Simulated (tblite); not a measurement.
Compound: C2H6B2Cl2O2.
Bonds: C1–O2, O2–B3, B3–O4, O4–C5, B3–B6, B6–Cl7, B6–Cl8. Hydrogens: H9, H10, H11 on C1; H12, H13, H14 on C5.

Computed with GFN2-xTB (tblite), gas phase: L-BFGS steps from a force-field or distance-geometry start until the largest atomic force falls under 0.01 eV/Å.

Step 6: E = -738.5046 eV
```
atom  x, y, z in Å  |  force x, y, z in eV/Å
C1     -1.8970   -1.2059   -0.0601   -0.079  -0.110   0.048
O2     -0.5899   -0.9916   -0.5345    0.188   0.211   0.156
B3      0.0136    0.2170   -0.4361    0.320  -0.497   0.185
O4      1.3780    0.3328   -0.6141   -0.056   0.144   0.105
C5      2.3807   -0.2516    0.1886    0.017  -0.023  -0.038
B6     -0.6775    1.7120   -0.0950   -0.316   0.357  -0.185
Cl7    -1.3569    2.2907    1.4012    0.137  -0.090  -0.160
Cl8    -0.5139    2.8636   -1.3556   -0.079   0.325  -0.003
H9     -2.3970   -0.2682    0.2105    0.045  -0.076  -0.107
H10    -2.5062   -1.7490   -0.7925    0.274   0.105   0.011
H11    -1.7803   -1.8123    0.8371   -0.252  -0.136   0.114
H12     2.2139    0.0722    1.2239    0.124  -0.140  -0.009
H13     3.3539    0.1350   -0.1427   -0.272  -0.116  -0.054
H14     2.3779   -1.3453    0.1471   -0.051   0.047  -0.061
```

Step 7: E = -738.5325 eV
```
atom  x, y, z in Å  |  force x, y, z in eV/Å
C1     -1.8957   -1.2107   -0.0571    0.016  -0.073   0.079
O2     -0.5764   -1.0000   -0.5099    0.006   0.073   0.161
B3      0.0124    0.2109   -0.4405    0.354  -0.251   0.209
O4      1.3742    0.3479   -0.6062    0.060  -0.021   0.223
C5      2.3767   -0.2561    0.1879    0.016  -0.002  -0.031
B6     -0.6654    1.7117   -0.1073   -0.515   0.547  -0.202
Cl7    -1.3554    2.2951    1.3909    0.200  -0.178  -0.195
Cl8    -0.5286    2.8921   -1.3519   -0.023   0.176   0.041
H9     -2.3958   -0.2703    0.2083    0.067  -0.102  -0.132
H10    -2.4918   -1.7479   -0.8042    0.266   0.090   0.046
H11    -1.7941   -1.8159    0.8442   -0.261  -0.134   0.049
H12     2.2225    0.0590    1.2308    0.110  -0.118  -0.116
H13     3.3418    0.1363   -0.1569   -0.205  -0.161   0.002
H14     2.3749   -1.3527    0.1497   -0.090   0.153  -0.136
```

Step 8: E = -738.5729 eV
```
atom  x, y, z in Å  |  force x, y, z in eV/Å
C1     -1.8923   -1.2191   -0.0505    0.149  -0.016   0.114
O2     -0.5564   -1.0131   -0.4693   -0.171  -0.093   0.198
B3      0.0162    0.1998   -0.4422    0.223   0.236   0.194
O4      1.3704    0.3703   -0.5899    0.144  -0.238   0.349
C5      2.3709   -0.2632    0.1865    0.031   0.010   0.012
B6     -0.6570    1.7200   -0.1309   -0.650   0.563  -0.235
Cl7    -1.3494    2.2986    1.3725    0.230  -0.253  -0.166
Cl8    -0.5513    2.9402   -1.3465    0.050   0.007   0.040
H9     -2.3927   -0.2754    0.2024    0.078  -0.102  -0.137
H10    -2.4647   -1.7445   -0.8214    0.218   0.035   0.068
H11    -1.8208   -1.8243    0.8560   -0.246  -0.119  -0.046
H12     2.2378    0.0366    1.2393    0.084  -0.066  -0.207
H13     3.3201    0.1352   -0.1788    0.004  -0.185   0.053
H14     2.3684   -1.3616    0.1506   -0.144   0.220  -0.238
```

Question: Estimate the geometry and energy of step 9. (The exact step hangs on the optimiser's Hessian estimate; all steps are aligned on step 8, rigid shifts and turns removed.)

Answer: E = -738.6142 eV, largest force 0.763 eV/Å
```
atom  x, y, z in Å  |  force x, y, z in eV/Å
C1     -1.8868   -1.2283   -0.0416    0.224   0.026   0.111
O2     -0.5375   -1.0263   -0.4249   -0.204  -0.077   0.249
B3      0.0234    0.1924   -0.4393   -0.040   0.574   0.137
O4      1.3680    0.3891   -0.5680    0.113  -0.345   0.392
C5      2.3662   -0.2705    0.1857    0.062   0.003   0.053
B6     -0.6606    1.7366   -0.1599   -0.620   0.368  -0.251
Cl7    -1.3394    2.2977    1.3521    0.193  -0.271  -0.069
Cl8    -0.5730    2.9903   -1.3416    0.099  -0.083  -0.029
H9     -2.3883   -0.2821    0.1938    0.068  -0.069  -0.107
H10    -2.4330   -1.7403   -0.8374    0.157  -0.036   0.070
H11    -1.8526   -1.8354    0.8674   -0.201  -0.096  -0.123
H12     2.2549    0.0129    1.2446    0.065   0.001  -0.195
H13     3.2988    0.1305   -0.1998    0.266  -0.176   0.074
H14     2.3592   -1.3671    0.1468   -0.183   0.180  -0.312
```

The energy changes by -0.0412 eV. The first-order estimate −F·Δx gives -0.0551 eV and the mean of the old and new forces, exact on a quadratic surface, -0.0412 eV. The step makes an angle of 69° with the force vector and moves no atom by more than 0.055 Å.

What follows is the cost of the whole relaxation. On an Arm Neoverse V1 with one thread, no GPU, shared host with 64 logical CPUs at a one-minute load of 23, this took 0.53 s wall.
